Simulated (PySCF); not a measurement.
# Charge on either side of a bond

Species: C6H12OSi2.
Numbering: `[CH:1]#[C:2][SiH2:3][O:4][SiH2:5][CH:6]1[CH2:7][CH2:8][CH2:9]1` (hydrogens: H10 on C1; H11, H12 on Si3; H13, H14 on Si5; H15 on C6; H16, H17 on C7; H18, H19 on C8; H20, H21 on C9)

Geometry (PBE0-D3(BJ)/def2-SVP, Å), atoms numbered from 1 in this order:
```xyz
21
C6H12OSi2 angstrom
C      2.7490    1.4076   -0.2306
C      2.3803    0.3037   -0.5873
Si     1.8035   -1.3674   -1.0923
O      0.8078   -1.9972    0.0639
Si    -0.3870   -1.5183    1.1299
C     -1.7343   -0.5849    0.2276
C     -2.8160    0.1503    1.0632
C     -2.7192    1.3377    0.0879
C     -1.3709    0.7855   -0.4088
H      3.0779    2.3838    0.0802
H      2.9843   -2.2563   -1.2523
H      1.0802   -1.2354   -2.3895
H      0.2073   -0.6158    2.1660
H     -0.9048   -2.7531    1.7893
H     -2.2079   -1.2402   -0.5229
H     -3.7910   -0.3470    1.1750
H     -2.4531    0.4177    2.0699
H     -3.4915    1.2793   -0.6946
H     -2.7333    2.3534    0.5122
H     -0.5151    1.2647    0.0943
H     -1.1742    0.8014   -1.4915
```

Atomic charges (e) from the PBE0/pcSseg-1 density (PySCF):

```
atom  Mulliken      IAO  Hirshfeld  ESP-fitted
  C1   -0.1854  -0.1747    -0.0725     -0.3536
  C2   -0.2239  -0.3576    -0.1529     -0.1498
 Si3   +0.9025  +1.0132    +0.4207     +0.5561
  O4   -0.7641  -0.8627    -0.3077     -0.3975
 Si5   +0.9220  +0.9838    +0.3947     +0.3884
  C6   -0.5844  -0.4208    -0.1212     -0.0974
  C7   -0.1846  -0.2481    -0.0660     -0.1064
  C8   -0.2103  -0.2526    -0.0675     -0.1531
  C9   -0.2141  -0.2509    -0.0687     -0.1104
 H10   +0.0890  +0.2039    +0.1030     +0.3109
 H11   -0.1073  -0.1271    -0.0704     -0.0847
 H12   -0.1155  -0.1426    -0.0758     -0.1029
 H13   -0.1156  -0.1509    -0.0863     -0.0716
 H14   -0.1123  -0.1365    -0.0819     -0.0984
 H15   +0.1455  +0.1401    +0.0387     +0.0894
 H16   +0.1301  +0.1324    +0.0374     +0.0464
 H17   +0.1176  +0.1265    +0.0362     +0.0628
 H18   +0.1190  +0.1331    +0.0388     +0.0760
 H19   +0.1222  +0.1287    +0.0362     +0.0618
 H20   +0.1353  +0.1307    +0.0296     +0.0846
 H21   +0.1344  +0.1320    +0.0356     +0.0494
```

Cut each of the bonds C1–C2, C2–Si3, Si3–O4, O4–Si5 and Si5–C6 in turn and sum the charges on the side of the atom named first.

In e; the other side holds the opposite charge:

```
bond cut     piece  atoms  Mulliken     IAO  Hirshfeld  ESP-fitted
   C1–C2        CH      2    -0.096  +0.029     +0.030      -0.043
  C2–Si3       C2H      3    -0.320  -0.328     -0.122      -0.193
  Si3–O4    C2H3Si      6    +0.359  +0.415     +0.152      +0.176
  O4–Si5   C2H3OSi      7    -0.405  -0.448     -0.156      -0.222
  Si5–C6  C2H5OSi2     10    +0.289  +0.249     +0.071      -0.003
```

Extremes among these pieces. Mulliken: lowest C2H3OSi at O4, highest C2H3Si at Si3; IAO: lowest C2H3OSi at O4, highest C2H3Si at Si3; Hirshfeld: lowest C2H3OSi at O4, highest C2H3Si at Si3; ESP-fitted: lowest C2H3OSi at O4, highest C2H3Si at Si3.

Do the schemes agree better on the pieces than on the single atoms at the cuts?

The spread between schemes averages 0.236 e for the pieces and 0.446 e for the atoms named first; it is smaller for the piece at 5 of the 5 cuts. On average they agree better on the pieces. The sign differs between schemes (beyond ±0.03 e) for CH at C1.

Isolated species at its PBE0-D3(BJ)/def2-SVP geometry (one conformer only).

These values come from a run that also computed NMR shieldings. On an Arm Neoverse N1 with one thread, no GPU, shared host with 64 logical CPUs at a one-minute load of 61, this took 96 s and 1.1 GiB of memory at its peak.
